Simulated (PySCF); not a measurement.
## Spin-rotation constants: `Fc1c[n]([GeH3])nn1`, C2H4FGeN3

Molfile (atoms numbered from 1):
```
C2H4FGeN3
     RDKit          3D

 11 11  0  0  0  0  0  0  0  0999 V2000
    3.3156   -0.2471    0.0775 F   0  0  0  0  0  0  0  0  0  0  0  0
    2.0355    0.0771   -0.0355 C   0  0  0  0  0  0  0  0  0  0  0  0
    0.9362   -0.6871    0.2969 C   0  0  0  0  0  0  0  0  0  0  0  0
   -0.1084    0.1097   -0.0101 N   0  0  0  0  0  0  0  0  0  0  0  0
   -1.9566   -0.0049   -0.0113 Ge  0  0  0  0  0  4  0  0  0  0  0  0
    0.3475    1.2688   -0.4937 N   0  0  0  0  0  0  0  0  0  0  0  0
    1.6258    1.2585   -0.5125 N   0  0  0  0  0  0  0  0  0  0  0  0
    0.8287   -1.6704    0.7040 H   0  0  0  0  0  0  0  0  0  0  0  0
   -2.3425   -0.6186   -1.3163 H   0  0  0  0  0  0  0  0  0  0  0  0
   -2.3655    1.4102    0.1381 H   0  0  0  0  0  0  0  0  0  0  0  0
   -2.3109   -0.8936    1.1369 H   0  0  0  0  0  0  0  0  0  0  0  0
  1  2  1  0
  2  3  2  0
  3  4  1  0
  4  5  1  0
  4  6  1  0
  6  7  2  0
  7  2  1  0
  3  8  1  0
  5  9  1  0
  5 10  1  0
  5 11  1  0
M  END
```

Computed with GIAO CAM-B3LYP/ANO-RCC-VDZP magnetisability, rotational g tensor and spin-rotation constants, non-relativistic, gas phase (PySCF 2.14.0). Geometry: GFN2-xTB.

The calculation is non-relativistic, which matters for the atoms heavier than Zn.

Question: Give the nuclear spin-rotation constants along the inertial axes (H = +C I·J) beside the isotropic shieldings.

Answer: Rotational constants 7.7368, 0.8317, 0.7580 GHz. A star marks the isotopologue with that one atom substituted, in its own axes.
```
atom  isotope  Caa (kHz)  Cbb (kHz)  Ccc (kHz)  mean (kHz)  σ (ppm)
  F1      19F      6.206      0.792      0.173       2.391    357.1
  N4      14N      1.697      0.099      0.054       0.617     14.6
  N6      14N      2.216      0.196      0.060       0.824   -129.9
  N7      14N      2.171      0.181      0.046       0.799    -97.1
  H8       1H     -0.773      0.090     -0.089      -0.257     24.5
  H9       1H     -0.639     -0.081      0.023      -0.232     27.1
 H10       1H     -0.605      0.002     -0.053      -0.218     26.8
 H11       1H     -0.637     -0.005     -0.046      -0.229     27.0
  C2     13C*      3.576      0.297      0.209       1.361     20.9
  C3     13C*      2.423      0.327      0.099       0.950     78.2
 Ge5    73Ge*     -0.252     -0.151     -0.157      -0.186   2177.2
```
For the geometry as given, no vibrational averaging.
